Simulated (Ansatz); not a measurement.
C$_{4}$H$_{9}$F$_{2}$In (`C[C](C)(C)[In]([F])[F]`) at its PBE0-D4/def2-TZVP geometry, where that method's forces vanish. Total charge 0; spin multiplicity 1. In: def2 effective core potential.

```tsv
atom	x (Å)	y (Å)	z (Å)
C1	0.298	0.990	1.163
C2	-0.095	0.014	0.063
C3	-0.664	-1.266	0.655
C4	-1.093	0.661	-0.887
In5	1.695	-0.465	-1.078
F6	2.848	0.827	-1.979
F7	2.469	-2.223	-1.414
H8	-0.601	1.265	1.732
H9	0.727	1.914	0.768
H10	1.007	0.558	1.873
H11	-0.947	-1.990	-0.112
H12	-1.569	-1.022	1.228
H13	0.033	-1.756	1.338
H14	-1.407	-0.014	-1.687
H15	-1.995	0.933	-0.322
H16	-0.705	1.576	-1.340
```

Task: For each bond, give half the difference of the two atoms' forces along it (eV/Å; positive pushes the atoms apart) under PBE-D4, r2SCAN-D4, B3LYP-D4, ωB97M-V in def2-TZVPP. (Best estimate.)

Result: Computed: 
```
  bond  length (Å)  PBE-D4  r2SCAN-D4  B3LYP-D4  ωB97M-V
 C1–C2       1.522   -0.02       0.06      0.11     0.17
 C1–H9       1.092    0.08      -0.04     -0.08    -0.06
C1–H10       1.093    0.09      -0.04     -0.08    -0.06
 C2–C3       1.521   -0.03       0.05      0.10     0.16
 C2–C4       1.523   -0.02       0.06      0.11     0.16
C2–In5       2.176   -0.09       0.00      0.02    -0.25
C3–H11       1.092    0.09      -0.04     -0.08    -0.06
C3–H12       1.099    0.14       0.00     -0.06    -0.10
C3–H13       1.092    0.09      -0.04     -0.08    -0.06
C4–H14       1.093    0.09      -0.04     -0.08    -0.06
C4–H15       1.099    0.15       0.00     -0.07    -0.10
C4–H16       1.093    0.09      -0.04     -0.08    -0.06
In5–F6       1.952    0.39       0.08      0.19     0.03
In5–F7       1.950    0.39       0.08      0.19     0.04
```

B3LYP here is the variant with VWN-RPA as its local correlation; programs differ in this.
